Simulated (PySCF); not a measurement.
C2H4Cl (SMILES [CH2]CCl), doublet, geometry from GFN2-xTB, atoms displaced at random by about 0.03 Å a coordinate; PySCF with DF-TPSS/def2-SVP, gradient.

Input for PySCF:
```python
from pyscf import gto, scf, dft

mol = gto.Mole()
mol.atom = '''
    C     0.159349    0.860943    0.031353
    C     1.590967    0.583518   -0.015744
    Cl   -0.893887   -0.723296    0.015623
    H    -0.079868    1.408127    0.893790
    H    -0.146617    1.397560   -0.861478
    H     2.032069    0.334936    0.915853
    H     2.032644    0.316854   -0.990826
'''
mol.basis = 'def2-svp'
mol.charge = 0
mol.spin = 1
mol.verbose = 4
mol.build()

mf = dft.UKS(mol)
mf.xc = 'tpss'
mf = mf.density_fit(auxbasis='def2-universal-jkfit')
mf.kernel()
g = mf.nuc_grad_method()
grad = g.kernel()
```

**Question.** Predict the main parts of the log of this PySCF run.

**Answer.** 
```
PySCF version 2.14.0

[INPUT] verbose = 4
[INPUT] num. atoms = 7
[INPUT] num. electrons = 33
[INPUT] charge = 0
[INPUT] spin (= nelec alpha-beta = 2S) = 1
[INPUT] symmetry False subgroup None
[INPUT] Mole.unit = angstrom
[INPUT] Symbol           X                Y                Z      unit          X                Y                Z       unit  Magmom
[INPUT]  1 C      0.159349000000   0.860943000000   0.031353000000 AA    0.301125968223   1.626946478861   0.059248583183 Bohr   0.0
[INPUT]  2 C      1.590967000000   0.583518000000  -0.015744000000 AA    3.006491903221   1.102689208754  -0.029751848105 Bohr   0.0
[INPUT]  3 Cl    -0.893887000000  -0.723296000000   0.015623000000 AA   -1.689201616309  -1.366831346993   0.029523191244 Bohr   0.0
[INPUT]  4 H     -0.079868000000   1.408127000000   0.893790000000 AA   -0.150928646117   2.660974378605   1.689018312875 Bohr   0.0
[INPUT]  5 H     -0.146617000000   1.397560000000  -0.861478000000 AA   -0.277065975205   2.641005642647  -1.627957482338 Bohr   0.0
[INPUT]  6 H      2.032069000000   0.334936000000   0.915853000000 AA    3.840053876219   0.632937309257   1.730711340361 Bohr   0.0
[INPUT]  7 H      2.032644000000   0.316854000000  -0.990826000000 AA    3.841140468740   0.598767281473  -1.872389777098 Bohr   0.0

nuclear repulsion = 92.7592851905863
number of shells = 32
number of NR pGTOs = 112
number of NR cGTOs = 66
basis = def2-svp
ecp = {}

******** <class 'pyscf.df.df_jk.DFUKS'> ********
method = DFUKS
initial guess = minao
damping factor = 0
level_shift factor = 0
DIIS = <class 'pyscf.scf.diis.CDIIS'>
diis_start_cycle = 1
diis_space = 8
diis_damp = 0
SCF conv_tol = 1e-09
SCF conv_tol_grad = None
SCF max_cycles = 50
direct_scf = False
number electrons alpha = 17  beta = 16
XC library pyscf.dft.libxc version 7.1.2
    S. Lehtola, C. Steigemann, M. J. T. Oliveira, and M. A. L. Marques,  SoftwareX 7, 1–5 (2018)
XC functionals = tpss
    J. Tao, J. P. Perdew, V. N. Staroverov, and G. E. Scuseria,  Phys. Rev. Lett. 91, 146401 (2003)
    J. P. Perdew, J. Tao, V. N. Staroverov, and G. E. Scuseria,  J. Chem. Phys. 120, 6898 (2004)
    J. Tao, J. P. Perdew, V. N. Staroverov, and G. E. Scuseria,  Phys. Rev. Lett. 91, 146401 (2003)
    J. P. Perdew, J. Tao, V. N. Staroverov, and G. E. Scuseria,  J. Chem. Phys. 120, 6898 (2004)
radial grids:
    Treutler-Ahlrichs [JCP 102, 346 (1995); DOI:10.1063/1.469408] (M4) radial grids

becke partition: Becke, JCP 88, 2547 (1988); DOI:10.1063/1.454033
pruning grids: <function nwchem_prune>
grids dens level: 3
symmetrized grids: False
atomic radii adjust function: <function treutler_atomic_radii_adjust>
small_rho_cutoff = 0
Set gradient conv threshold to 3.16228e-05
tot grids = 86352
init E= -538.556788267212

cycle= 1 E= -538.567877032259  delta_E= -0.0111  |g|= 0.16  |ddm|= 1.81
cycle= 2 E= -538.574947588582  delta_E= -0.00707  |g|= 0.136  |ddm|= 0.47
cycle= 3 E= -538.585400721321  delta_E= -0.0105  |g|= 0.0225  |ddm|= 0.227
cycle= 4 E= -538.585469154259  delta_E= -6.84e-05  |g|= 0.0214  |ddm|= 0.0517
cycle= 5 E= -538.585744321894  delta_E= -0.000275  |g|= 0.00389  |ddm|= 0.0258
cycle= 6 E= -538.585754734642  delta_E= -1.04e-05  |g|= 0.00126  |ddm|= 0.00608
cycle= 7 E= -538.585755980593  delta_E= -1.25e-06  |g|= 0.000435  |ddm|= 0.00239
cycle= 8 E= -538.585756104983  delta_E= -1.24e-07  |g|= 0.000184  |ddm|= 0.000793
cycle= 9 E= -538.585756120938  delta_E= -1.6e-08  |g|= 9.18e-05  |ddm|= 0.000296
cycle= 10 E= -538.585756126137  delta_E= -5.2e-09  |g|= 1.25e-05  |ddm|= 0.000139
cycle= 11 E= -538.585756126259  delta_E= -1.22e-10  |g|= 3.79e-06  |ddm|= 2.45e-05
Extra cycle  E= -538.585756126269  delta_E= -1.02e-11  |g|= 2.4e-06  |ddm|= 1.17e-05
converged SCF energy = -538.585756126269  <S^2> = 0.755508  2S+1 = 2.0055004

******** <class 'pyscf.df.grad.uks.Gradients'> for <class 'pyscf.df.df_jk.DFUKS'> ********
unit = Eh/Bohr
grid_response = False
--------------- DFUKS gradients ---------------
         x                y                z
0 C    -0.0108420107     0.0126007612     0.0313673971
1 C     0.0151139816     0.0049896527     0.0232304364
2 Cl    -0.0052509489    -0.0069737509    -0.0024116465
3 H     0.0172565099    -0.0144041153    -0.0327905946
4 H     0.0091323403    -0.0032427712     0.0071074050
5 H    -0.0211353100     0.0073852014    -0.0187414036
6 H    -0.0042807914    -0.0004224744    -0.0077829365
----------------------------------------------
```
